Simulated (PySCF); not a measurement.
Telling isomers of C2H9NO2Si3 apart by NMR

Calculated, not measured (PySCF): coordinates at the GFN2-xTB level, NMR shieldings at PBE0/pcSseg-1/GIAO. Averaged over atoms made equivalent by symmetry, fast rotation or ring inversion, one conformer, non-relativistic, gas phase.

References, each an isolated molecule treated in the same way: TMS for 1H (σref 31.72) and 13C (σref 186.93). Where no couplings were computed, multiplicities follow the n + 1 count of equivalent neighbours, and m marks all less simple cases (inequivalent or close neighbours, rings, F or P nearby). Shifts are as computed. Against solution values, carbons near 30 ppm lie about +3 ppm off and those near 130 ppm about +5 ppm. Of 1211 compounds with measured shifts, 218 miss one by over three times the rms of a fit or turn the order of signals round; such compounds aren't used in these exercises.

(1) Tabulate the signals of `N#CC[SiH2]O[SiH2]O[SiH3]`, `C=N[Si@H]([SiH3])OC(=O)[SiH3]` and their relative energies.

(2) What is the quickest way to tell N#CC[SiH2]O[SiH2]O[SiH3] from C=N[Si@H]([SiH3])OC(=O)[SiH3]?

Results:

(1) 
| SMILES | carbon types | δC | δH | E rel. (kcal/mol) |
| --- | --- | --- | --- | --- |
| N#CC[SiH2]O[SiH2]O[SiH3] | 1×C 1×CH2 | 123.0, 3.9 | 5.37 (s, 3H), 5.31 (t, 2H), 5.07 (s, 2H), 1.72 (t, 2H) | 0.0 |
| C=N[Si@H]([SiH3])OC(=O)[SiH3] | 1×C 1×CH2 | 189.9, 175.2 | 8.84 (m, 1H), 8.72 (m, 1H), 5.45 (q, 1H), 4.14 (s, 3H), 3.70 (d, 3H) | 78.2 |

Energies are electronic energies at PBE0/pcSseg-1 on these geometries, without zero-point or thermal terms, each for the one conformer computed, which needn't be the lowest.

(2) Both give the same number of carbon signals, with the same numbers of each carbon type, so the positions decide. The first has a nitrile carbon (C) at 123.0 ppm, the second a carbonyl carbon (C) at 189.9 ppm. In the proton spectra the most deshielded non-exchanging signals are 5.37 (s, 3H) and 8.84 (m, 1H).
